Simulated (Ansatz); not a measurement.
A nudged elastic band was laid between two geometries of AlH₇OSSi (11 atoms, charge 0, multiplicity 1).

Method: RKS PBE-D4/def2-SVP in Ansatz 0.2.0.

- movable images: 7
- climbing image: yes
- spring: 5.0 eV/Å²
- optimiser: quadratic models (default)
- start path: through a guess of the saddle point
- force threshold: 0.03 eV/Å
- iteration limit: 60
- end points: relaxed

Image 0:

```xyz
11
Properties=species:S:1:pos:R:3
Al 0.095 -0.694 -1.412
S 2.170 0.256 -1.623
H 0.065 -2.292 -1.352
H -1.081 0.184 -2.060
H 1.024 0.358 0.391
O 0.118 -0.063 0.493
Si -1.074 0.658 1.520
H 2.842 -0.891 -1.318
H -0.525 0.668 2.915
H -1.370 2.052 1.055
H -2.263 -0.237 1.391
```

Image 8:

```xyz
11
Properties=species:S:1:pos:R:3
Al -0.271 -0.680 -1.440
S 2.282 -0.174 -1.326
H -0.122 -2.252 -1.700
H -0.619 0.367 -2.602
H 2.146 1.082 -0.812
O -0.643 -0.204 0.191
Si -1.182 0.476 1.594
H 2.446 -0.717 -0.086
H -0.026 0.668 2.551
H -1.805 1.831 1.355
H -2.206 -0.397 2.275
```

(1) Which bonds break or form, and what moves?

(2) Give the energies along the band, and the barrier.

(3) What is the geometry of the highest image?

(4) What are the harmonic wavenumbers there?

Answers

(1) Bonds broken: H5–O6. Bonds formed: S2–H5.

(2) The run converged. The highest image is number 4 of 0 to 8, 0.216 eV above the first end and 0.168 eV above the last; the last end lies 0.048 eV above the first. A vibrational analysis at the climbing image gives one clearly imaginary mode, 657i cm⁻¹: a first-order saddle point. The orbitals stay closed-shell, which can raise the energy where a bond breaks towards radicals; this wasn't checked here.

```tsv
image	path coordinate (Å)	energy (eV)	H5–O6 (Å)	S2–H5 (Å)
0	0.00	0.000	1.00	2.32
1	0.49	0.003	1.00	2.31
2	0.97	0.010	1.01	2.29
3	1.46	0.029	1.02	2.13
4	1.95	0.216	1.33	1.58
5	2.52	0.099	1.98	1.38
6	3.10	0.064	2.61	1.37
7	3.67	0.052	2.98	1.36
8	4.25	0.048	3.23	1.36
```

(3) 
```xyz
11
Properties=species:S:1:pos:R:3
Al -0.092 -0.663 -1.480
S 2.211 0.145 -1.290
H -0.121 -2.251 -1.312
H -0.834 0.150 -2.634
H 1.147 0.444 -0.155
O -0.129 0.223 0.162
Si -1.020 0.644 1.538
H 2.656 -0.986 -0.672
H -0.056 0.814 2.678
H -1.763 1.932 1.314
H -1.999 -0.453 1.851
```

(4) 657i, 4, 43, 106, 292, 310, 375, 412, 501, 523, 587, 689, 698, 727, 752, 908, 922, 929, 977, 1094, 1402, 1879, 1895, 2171, 2177, 2182, 2618 cm⁻¹.

The run took 100 s on 2 threads of Intel(R) Xeon(R) 6975P-C (Granite Rapids), with other jobs on the host, peak memory 0.16 GiB.
